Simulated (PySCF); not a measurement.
All values below come from PySCF with B3LYP-D3(BJ)/def2-TZVP // BP86-D3(BJ)/def2-SVP. Isolated molecules, 0 K electronic values unless said otherwise. One relaxed conformer stands for a flexible species; it need not be the lowest. B3LYP has the VWN-RPA correlation part, as in Gaussian. 

Reference species: [Zr(NH2)4] (neutral, multiplicity 1).

```json
{
 "mean_distance_from_the_central_atom_to_its_bonded_neighbours": "2.060 Å",
 "LUMO": "-0.33 eV",
 "coordination_number": "4"
}
```

After one change: the mean distance from the central atom to its bonded neighbours decreases by 0.058 Å; the LUMO falls by 0.05 eV; the coordination number stays essentially unchanged.

Name the change that produced these shifts. The new species is one of these.
A) [Zr(NH2)(H)3]
B) [Zr(NH2)2(H)2]
C) [Zr(NH2)3(H)]
D) [Zr(H)4]

C, [Zr(NH2)3(H)]
